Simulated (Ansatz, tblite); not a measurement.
Removing an electron: As3P5⁻ (the lowest doublet isomer of a short search). Charge -1, multiplicity 2. Geometry: PBE-D4/def2-SVP. Ansatz, gas phase; energy differences of separate SCF runs; the oxidised species is a singlet (the triplet lies 1.30 eV higher at PBE0-D4/def2-TZVPD).

Cartesian coordinates in Å:
```
P 2.4987 0.0334 -0.6918
P -1.6955 -0.5393 -1.0283
P -0.6959 1.4601 -0.6833
P 1.1907 1.3790 -1.7560
P -0.2505 1.0706 1.4973
As 1.3573 -0.6748 1.1678
As -0.3984 -2.1191 0.1384
As -2.0063 -0.6099 1.3559
```

The xTB rows come from tblite. Another isomer (doublet) lies 0.07 eV lower at PBE0-D4/def2-TZVPD.

```json
{"level": "GFN2-xTB", "−HOMO (eV)": "–", "vertical IE (eV)": "6.72", "−LUMO (eV)": "–", "HOMO–LUMO gap (eV)": "–"}
{"level": "r2SCAN-D4/def2-TZVPD", "−HOMO (eV)": "0.46", "vertical IE (eV)": "2.47", "−LUMO (eV)": "-0.35", "HOMO–LUMO gap (eV)": "0.80"}
{"level": "PBE0-D4/def2-TZVPD", "−HOMO (eV)": "1.03", "vertical IE (eV)": "2.45", "−LUMO (eV)": "-0.95", "HOMO–LUMO gap (eV)": "1.98"}
```

Q: Estimate the rows for GFN1-xTB, PBE-D4/def2-TZVPD.

A: 
```csv
level,−HOMO (eV),vertical IE (eV),−LUMO (eV),HOMO–LUMO gap (eV)
GFN1-xTB,–,4.99,–,–
PBE-D4/def2-TZVPD,0.26,2.34,-0.24,0.50
```

  HOMO and LUMO are the levels of the spin that leaves or enters (xTB has no such levels and no spin-polarisation term). Other spin states of the ions may lie lower, which would lower the ionisation energy or raise the affinity. Raw xTB energy differences between charge states are shifted by several eV; the methods need an empirical correction for them.
